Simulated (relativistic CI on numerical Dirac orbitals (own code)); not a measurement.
## Radial parameters of Ag XXIII

Method of calculation: Dirac-Coulomb-Breit CI, separate exchange-only KLI orbitals for each configuration, model QED, unscaled Slater integrals (own radial code, finite nucleus).

Slater integrals F^k, G^k are unscaled and averaged over j, outside the closed core [Ne]; ζ comes from projecting the Hamiltonian with its Breit term on Σ l·s of the shell.

- 3s²3p⁶3d⁷: F^2(3d,3d) = 314480, F^4(3d,3d) = 201840, ζ(3d) = 21906 cm⁻¹; <r>(3d) = 0.3202, <r^2>(3d) = 0.1202 (bohr units).
- 3s²3p⁵3d⁸: ζ(3p) = 182040, F^2(3d,3d) = 313670, F^4(3d,3d) = 201290, F^2(3p,3d) = 283330, G^1(3p,3d) = 317130, G^3(3p,3d) = 206840, ζ(3d) = 21581 cm⁻¹; <r>(3p) = 0.3499, <r^2>(3p) = 0.1415, <r>(3d) = 0.3209, <r^2>(3d) = 0.1207 (bohr units).
- 3s²3p⁴3d⁹: F^2(3p,3p) = 284010, ζ(3p) = 181920, F^2(3p,3d) = 282910, G^1(3p,3d) = 317020, G^3(3p,3d) = 206650, ζ(3d) = 21261 cm⁻¹; <r>(3p) = 0.3503, <r^2>(3p) = 0.1419, <r>(3d) = 0.3216, <r^2>(3d) = 0.1213 (bohr units).

Q: Give the Racah parameters of the d shell in 3s²3p⁶3d⁷.

A: B = F²/49 − 5F⁴/441 = 4130 cm⁻¹ and C = 35F⁴/441 = 16019 cm⁻¹.

Averages of the first 10 configurations, taken without configuration mixing, which lowers the lowest level and can move excited configurations by several eV; other configurations of the list can lie among them:

| Configuration | Parity | States | Average energy above the lowest level (eV) |
| --- | --- | --- | --- |
| 3s²3p⁶3d⁷ | even | 120 | 16.2 |
| 3s²3p⁵3d⁸ | odd | 270 | 218.5 |
| 3s²3p⁴3d⁹ | even | 150 | 424.9 |
| 3s3p⁶3d⁸ | even | 90 | 354.5 |
| 3p⁶3d⁹ | even | 10 | 698.5 |
| 3s3p⁵3d⁹ | odd | 120 | 555.5 |
| 3s²3p⁶3d⁶4s | even | 420 | 449.2 |
| 3s²3p⁶3d⁶4p | odd | 1260 | 496.5 |
| 3s²3p⁶3d⁶4d | even | 2100 | 565.9 |
| 3s²3p⁴3d⁸4s | even | 1350 | 849.0 |
